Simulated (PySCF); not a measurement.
**Ce: excitation energy**

Ce [Xe] 4f1 5d1 6s2 (high-spin determinant) → Ce [Xe] 5d2 6s2 (3F), as a difference of total energies. Calculation: PySCF 2.14, in x2c-TZVPPall; scalar relativity by spin-free X2C-1e. Correlated levels: valence: [Kr] 4d10 frozen. The calculations carry no spin-orbit coupling.

```csv
method,excitation energy (cm⁻¹)
UHF,24534
MP2 (valence),25033
SCS-MP2 (valence),24769
CCSD (valence),23949
CCSD(T) (valence),23391
```

A first-order spin-orbit estimate (lowest level to lowest level, LS coupling) adds 0.067 eV.

The determinant of the lower state mixes LS terms, which raises its energy above the lowest term, most at the Hartree-Fock and MP2 levels.
